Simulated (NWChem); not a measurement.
Correlation energy of BO

SMILES: O=[B]
```xyz
2

B      0.0000     0.0000     0.7405
O      0.0000     0.0000    -0.4628
```
Charge 0, spin multiplicity 2.

Program: NWChem. The geometry was optimised at UB3LYP/def2-SVP, a minimum by its harmonic frequencies.

Basis set: 3-21G. Each correlation energy counts from its own Hartree-Fock reference.

The correlated methods keep 2 core orbitals frozen. The structure started from a generated list of species. The unpaired electrons of the parent sit in orbitals of symmetry a1 (C2v labels of the run); other states weren't searched. No SCF solution was tested for a lower state. Open-shell Hartree-Fock references start from PBE0 orbitals. No row is a measurement; the coupled-cluster row has its own basis-set and correlation limits.

| method | correlation energy (mHa) |
|---|---|
| UMP2 | -170.7 |
| SCS-UMP2 | -162.3 |
| CCSD on UHF | -172.8 |
| CCSD[T] on UHF | -182.5 |
| CCSD(T) on UHF | ___ |
| CCSD on ROHF | -178.1 |
| CCSD[T] on ROHF | -189.1 |
| CCSD(T) on ROHF | -186.3 |
| CCSDT on ROHF | ___ |

Q: Complete the blanks.

A: 
- CCSD(T) on UHF, correlation energy (mHa): -180.2
- CCSDT on ROHF, correlation energy (mHa): -186.6
